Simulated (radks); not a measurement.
Initial-state core-level shifts of the zirconium ion Zr+ when its valence configuration changes from [Kr] 4d2 5s1. All-electron calculation, Dirac Kohn-Sham, PBE, spin-unpolarised, spherical densities, point nucleus; open shells fill j = l - 1/2 first. Program: a radial shooting solver on a logarithmic mesh with Libxc functionals. Shifts are changes of the shell-averaged eigenvalues in eV (positive: less bound).

\begin{tabular}{lrrrr}
valence & 1s & 2s & 3p & 4p \\ \hline
4d3 & +2.778 & +2.996 & +2.945 & +2.590 \\
4d2.5 5s0.5 & +1.460 & +1.576 & +1.546 & +1.347 \\
5s1 5p2 & -9.310 & -9.919 & -9.686 & -8.223 \\
5p3 & -10.483 & -11.090 & -10.856 & -9.301 \\
4d2 5p1 & -1.123 & -1.108 & -1.117 & -1.092 \\
4d1 5s1 5p1 & -4.445 & -4.712 & -4.625 & -4.031 \\
4d1 5p2 & -5.544 & -5.807 & -5.725 & -5.075 \\
4d1.5 5s1 5p0.5 & -2.163 & -2.287 & -2.251 & -1.986 \\
4d1 5s2 & -3.312 & -3.583 & -3.492 & -2.949 \\
\end{tabular}
